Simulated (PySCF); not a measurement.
A structure optimised at B3LYP-D3(BJ)/def2-SVP, used in a PySCF frequency run:

```
N
C 1 1.4514
H 2 1.1000 1 110.79
H 2 1.1082 3 107.87 1 122.37
H 2 1.1082 3 107.87 4 115.26
C 1 1.4515 2 113.05 3 -180.00
H 6 1.1020 1 111.07 2 180.00
H 6 1.1083 7 107.55 1 122.55
H 6 1.1083 7 107.55 8 114.90
Al 1 1.7771 2 124.92 3 0.00
H 10 1.5692 1 121.12 2 180.00
Cl 10 2.1153 11 121.29 7 180.00
```
Charge 0, spin multiplicity 1.

Problem. Write its SMILES, formula and point group.

Solution. C[N](C)[AlH][Cl], C₂H₇AlClN, Cs

Problem. What are its rotational constants (standard atomic weights)?

Solution. 6.5835, 1.6145, 1.3182 GHz
